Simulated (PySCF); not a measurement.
# ORD: `C#C[C@H]1C=C[C@@H]1CS`, C7H8S

Molfile (atoms numbered from 1):
```
C7H8S
     RDKit          3D

 16 16  0  0  0  0  0  0  0  0999 V2000
    2.7157    0.8286   -1.6255 C   0  0  0  0  0  0  0  0  0  0  0  0
    1.9427    0.2568   -0.9121 C   0  0  0  0  0  0  0  0  0  0  0  0
    0.9972   -0.3888   -0.0379 C   0  0  1  0  0  0  0  0  0  0  0  0
    1.0280    0.0408    1.4138 C   0  0  0  0  0  0  0  0  0  0  0  0
   -0.2064    0.5285    1.4032 C   0  0  0  0  0  0  0  0  0  0  0  0
   -0.4542    0.2080   -0.0504 C   0  0  2  0  0  0  0  0  0  0  0  0
   -1.5507   -0.7880   -0.3680 C   0  0  0  0  0  0  0  0  0  0  0  0
   -3.2182   -0.0498   -0.2257 S   0  0  0  0  0  0  0  0  0  0  0  0
    3.3990    1.3125   -2.2569 H   0  0  0  0  0  0  0  0  0  0  0  0
    1.0231   -1.4715   -0.1884 H   0  0  0  0  0  0  0  0  0  0  0  0
    1.8116   -0.0278    2.1453 H   0  0  0  0  0  0  0  0  0  0  0  0
   -0.8319    0.9983    2.1409 H   0  0  0  0  0  0  0  0  0  0  0  0
   -0.5499    1.0886   -0.6896 H   0  0  0  0  0  0  0  0  0  0  0  0
   -1.5075   -1.6539    0.2940 H   0  0  0  0  0  0  0  0  0  0  0  0
   -1.4800   -1.1204   -1.4042 H   0  0  0  0  0  0  0  0  0  0  0  0
   -3.1261    0.2471    1.0683 H   0  0  0  0  0  0  0  0  0  0  0  0
  1  2  3  0
  2  3  1  0
  3  4  1  0
  4  5  2  0
  5  6  1  0
  6  7  1  0
  7  8  1  0
  6  3  1  0
  1  9  1  0
  3 10  1  1
  4 11  1  0
  5 12  1  0
  6 13  1  6
  7 14  1  0
  7 15  1  0
  8 16  1  0
M  END
```

Computed with PySCF 2.14.0, TDDFT CAM-B3LYP/def2-SVPD circular dichroism and optical rotation, one conformer, gas phase. Geometry: GFN2-xTB.

The molecule is flexible and this is one conformer; a measurement averages over conformers.

Stereocentres: C3 S, C6 S.

(1) Give the optical rotatory dispersion at 633, 589.3, 546, 436, 405, 365, 355 nm.

(2) And for the mirror image at 589.3 nm?

(3) What is the molar rotation [Φ] = [α]·M/100 of the geometry above at 589.3 nm?

Answers

(1) [α] in deg dm⁻¹ (g/mL)⁻¹:
| λ (nm) | origin-invariant length gauge | modified velocity gauge | length gauge (centre of mass) | isotropic polarisability (au) |
| --- | --- | --- | --- | --- |
| 633 | +285.2 | +282.1 | +286.9 | 101.0 |
| 589.3 | +334.4 | +330.7 | +336.4 | 101.4 |
| 546 | +397.4 | +393.0 | +399.7 | 102.0 |
| 436 | +676.6 | +668.9 | +680.6 | 104.3 |
| 405 | +814.0 | +804.4 | +818.8 | 105.4 |
| 365 | +1068.8 | +1055.6 | +1075.1 | 107.3 |
| 355 | +1152.7 | +1138.2 | +1159.5 | 108.0 |

(2) -334.4 deg dm⁻¹ (g/mL)⁻¹ (origin-invariant length gauge): the same size and the opposite sign.

(3) With M = 124.20 g/mol, +415.3 deg cm² dmol⁻¹ (origin-invariant length gauge).

The first excitation lies at 5.54 eV (224 nm) with R = -2.3 × 10⁻⁴⁰ esu² cm² (velocity form).
